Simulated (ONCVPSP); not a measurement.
## bromine (Br), ONCV: configuration errors across variants

```json
{
 "Element": "Br",
 "Generator": "ONCVPSP 4.0.1",
 "Type": "optimised norm-conserving Vanderbilt (ONCV)",
 "Functional": "LDA (Perdew-Zunger)",
 "Relativity": "scalar-relativistic",
 "Frozen core": "[Ne]",
 "Valence charge": "25",
 "Reference configuration": "3s2 3p6 3d10 4s2 4p5",
 "Partial waves": "3s+4s: rc 1.00 bohr, ncon 4, nbas 7, qcut 10.9 1/bohr, 2 projectors; 3p+4p: rc 1.10 bohr, ncon 4, nbas 8, qcut 11.9 1/bohr, 2 projectors; 3d: rc 0.70 bohr, ncon 4, nbas 8, qcut 23.8 1/bohr, 2 projectors, debl 4 Ha",
 "Local potential": "polynomial inside 0.65 bohr (lpopt 5, dvloc0 -1 Ha)",
 "Core correction": "Teter function, fcfact 2, rcfact 1.25"
}
```

All-electron excitation energies from the reference (eV): (1) 3s2 3p6 3d10 4s2 4p4 12.708; (2) 3s2 3p6 3d10 4s2 4p3 35.652; (3) 3s2 3p6 3d10 4s2 4p2 69.873; (4) 3s2 3p6 3d10 4s1 4p5 25.751.

1 further variants failed, have other tests or another functional or relativity, and are left out.

Errors AE − PS in meV (a dash: test not solved or not reliable):

```tsv
change	(1)	(2)	(3)	(4)	bound ghosts	GHOST(+) flags above zero
base	-1.6	-4.5	-8.3	-3.5	none	none
d: qcut 27.6	-1.6	-4.5	-8.3	-3.4	none	none
core correction Teter function fitted to the true core (icmod 2), fcfact 0.2	-1.6	-4.5	-8.3	-3.6	none	none
p: nproj 3	-1.8	-5.0	-9.3	-3.5	none	none
```

Task: Give the same row for: s: qcut 14.3; p: qcut 15.6; d: qcut 31.2.

Result: -1.1, -3.3, -6.5, -2.5; bound ghosts: none; GHOST(+) flags above zero: none.
